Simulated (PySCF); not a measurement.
## Which determinant of ZnS lies lowest?

Unrestricted PBE0; basis Zn def2-TZVPPD, S def2-TZVPPD; no relativity; PySCF 2.14. Outer shells of the fragments: Zn 3d10 4s2; S 3s2 3p4.

Followed along the bond (rough minima from three points):

| 2Ms+1 | unpaired | ⟨S²⟩ at the start | R at minimum (Å) | Te (eV) |
| --- | --- | --- | --- | --- |
| 1 | none | 0.00 | 2.06 | 0.00 |
| 3 | σ ↑, π ↑ | 2.01 | 2.26 | 0.20 |
| 1 | σ ↓, π ↑ | 1.01 | 2.25 | 0.30 |

Solutions found at the starting distance of 2.175 Å, counted from the lowest of them; the search is not exhaustive and high or unbound solutions are not listed, so other states can lie among these:

| 2Ms+1 | unpaired | term | E (eV) | ⟨S²⟩ | ⟨Lz²⟩ | μ (D) |
| --- | --- | --- | --- | --- | --- | --- |
| 1 | none | ¹Σ⁺ | 0.00 | 0.00 | 0.00 | -5.86 |
| 3 | σ ↑, π ↑ | ³Π | 0.13 | 2.01 | 1.01 | -1.68 |
| 1 | σ ↓, π ↑ | mixed | 0.22 | 1.01 | 1.01 | -1.73 |
| 3 | σ ↑↑ | ³Σ⁺ | 2.08 | 2.01 | 0.00 | -2.83 |
| 3 | π ↑↑ | ³Σ⁻ | 2.95 | 2.01 | 0.00 | 4.01 |
| 1 | π ↑↓ | mixed | 3.34 | 1.01 | 2.03 | 3.97 |

A term symbol is given only where ⟨S²⟩ and ⟨Lz²⟩ are close to those of a pure state; real π, δ and φ orbitals otherwise mix terms. A positive dipole means Zn(−)S(+).

Question: Compare the gap between the two lowest followed solutions at the starting distance with the gap between their minima.

Answer: At PBE0 the second solution (triplet, unpaired electrons σ ↑, π ↑) lies +0.13 eV from the first (singlet, closed shell) at 2.175 Å and +0.20 eV at the minima; the two curves relax by different amounts, since their minima lie near 2.26 and 2.06 Å.

Counting both spins, an empty level lies below a filled one in some of these solutions, because spin and occupation are held.
